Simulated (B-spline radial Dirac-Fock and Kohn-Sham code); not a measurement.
**L-shell conversion coefficients of Pr against transition energy**

Method: a Dirac-Hartree-Slater potential of the neutral atom with a Latter tail (no hole, which puts coefficients of high multipoles low close above an edge), finite nucleus with surface currents. Computed with a B-spline atomic structure program. Subshells within 1 keV of threshold and pair formation are left out.

```
energy (keV)        E1        E2        E4        M1        M3        M5
        11.5      13.3     27900  4.64e+08      91.6  1.57e+07  1.51e+11
        18.8      3.44      2350  2.21e+07      21.1    649000  3.27e+09
        18.9      3.39      2290  2.14e+07      20.8    628000  3.14e+09
          20      2.89      1720  1.48e+07      17.5    438000  2.00e+09
        33.7     0.669       128    478000      3.72     17100  3.16e+07
        36.1     0.550      91.3    302000      3.03     11300  1.84e+07
        44.8     0.299      31.7     71400      1.60      3130  3.37e+06
          50     0.219      18.6     34200      1.16      1650  1.43e+06
          51     0.207      16.9     29900      1.09      1470  1.23e+06
         100    0.0305     0.725       335     0.154      35.3      7640
         134    0.0133     0.200      49.2    0.0669      7.81       937
         193   0.00483    0.0438      4.82    0.0241      1.32      77.1
         194   0.00476    0.0429      4.66    0.0238      1.29      74.5
         200   0.00438    0.0380      3.86    0.0219      1.11      60.9
         206   0.00404    0.0338      3.21    0.0202     0.971      50.1
         290   0.00162   0.00924     0.415   0.00798     0.208      5.71
         312   0.00134   0.00711     0.273   0.00656     0.152      3.66
         358  0.000944   0.00442     0.127   0.00457    0.0854      1.62
         362  0.000918   0.00425     0.120   0.00444    0.0816      1.52
         500  0.000420   0.00152    0.0230   0.00193    0.0227     0.252
         522  0.000381   0.00134    0.0188   0.00173    0.0193     0.201
         577  0.000303   0.00100    0.0118   0.00134    0.0133     0.120
         684  0.000209  0.000629   0.00570  0.000880   0.00722    0.0517
         780  0.000159  0.000449   0.00338  0.000638   0.00459    0.0279
        1000  9.69e-05  0.000249   0.00139  0.000351   0.00204   0.00941
        1810  3.39e-05  7.24e-05  0.000246  8.99e-05  0.000362   0.00102
        1820  3.36e-05  7.16e-05  0.000243  8.88e-05  0.000357   0.00100
        1880  3.18e-05  6.73e-05  0.000224  8.27e-05  0.000327  0.000901
        2000  2.88e-05  5.99e-05  0.000192  7.21e-05  0.000278  0.000737
```

Q: How fast do they fall between 1820 and 2000 keV?

A: As powers of the energy: E1 E^-1.62, E2 E^-1.90, E4 E^-2.51, M1 E^-2.21, M3 E^-2.66, M5 E^-3.27. Within one type (E or M) the higher multipoles fall faster.
